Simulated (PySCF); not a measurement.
PySCF input file for BiBr2, SMILES [Br][Bi+][Br] (connectivity only; charge and spin as stated), charge +1, multiplicity 1, B3LYP-D3(BJ)/def2-SVP. Geometry optimised at B3LYP-D3(BJ)/def2-SVP. The spin state was assumed, not searched. The isomer is the one that the SMILES or the coordinates give; other isomers of the formula were not compared. The def2 effective core potentials stand for the cores of Bi; spin–orbit coupling is left out.

```python
import numpy as np
from pyscf import gto, scf, dft
from pyscf.hessian import thermo

mol = gto.M(
    atom='''
    Bi    0.00000000   -0.00000000    0.73712423
    Br    0.00000000   -1.97098592   -0.87401873
    Br    0.00000000    1.97098593   -0.87401873
    ''',
    basis='def2-SVP',
    ecp={'Bi': 'def2-svp'},
    charge=1,
    spin=0,
    max_memory=1600,
    verbose=3,
)
mf = dft.RKS(mol, xc='b3lyp').density_fit(auxbasis='def2-universal-jkfit')
mf.disp = 'd3bj'
mf.grids.level = 3
mf.conv_tol = 1e-11
mf.max_cycle = 100
mf.kernel()

# [left out here: the lines that compute and print the analytic Hessian (its translational invariance restored by hand, since the grid's response is missing), thermochemistry and intensities]
```

Log of the run:

```
converged SCF energy = -5362.24397679808

WARN: DFTD3 does not support analytical Hessian, using finite difference


WARN: Mole.unit (angstrom) is changed to Bohr

Mode                                 0                   1                   2
Irrep
Freq [cm^-1]                       75.3242            250.0607            251.4272
Reduced mass [au]                  90.5375             99.1535             94.0266
Force const [Dyne/A]                0.3027              3.6530              3.5021
Char temp [K]                     108.3748            359.7816            361.7477
Normal mode                   x     y     z       x     y     z       x     y     z
       0  Bi                 0.00 -0.00  0.03    0.00  0.04  0.00   -0.00  0.00 -0.03
       1  Br                -0.00  0.06 -0.04   -0.00 -0.05 -0.04    0.00  0.05  0.04
       2  Br                 0.00 -0.06 -0.04    0.00 -0.05  0.04    0.00 -0.05  0.04
temperature 298.1500 [K]
pressure 101325.00 [Pa]
Rotational constants [GHz] 2.14992 0.81405 0.59047
Symmetry number 2
Zero-point energy (ZPE) 0.00131 [Eh]   3450.102 [J/mol]
                           tot       elec      trans        rot        vib
Entropy [J/mol/K]       333.931      0.000    182.456    120.262     31.212
Cv [J/mol/K]             47.907      0.000     12.472     12.472     22.964
Cp [J/mol/K]             56.222      0.000     20.786     12.472     22.964
Internal energy [J/mol]                      3718.434   3718.434   8054.759
Internal energy [Eh]   -5362.23808  -5362.24398
Enthalpy [J/mol]                             6197.391   3718.434   8054.759
Enthalpy [Eh]          -5362.23713
Gibbs free energy [J/mol]                  -48201.952 -32137.800  -1251.116
Gibbs free energy [Eh] -5362.27505
static polarisability / bohr^3: [[ 35.333  -0.     -0.   ]
 [  0.    104.344  -0.   ]
 [ -0.     -0.     65.333]]
largest difference of analytic and finite-field dipole derivatives / e: 0.0013511638618677324
mode   freq/cm-1   IR/(km/mol)   Raman/(A^4/amu)   depolarisation
   1       75.32         0.748             4.984            0.676
   2      250.06        26.506             8.576            0.750
   3      251.43         6.447            17.326            0.127
max |gradient| / (hartree/bohr): 3.374011819259784e-05
APT charges: [ 1.42 -0.21 -0.21]
```

The run converged.
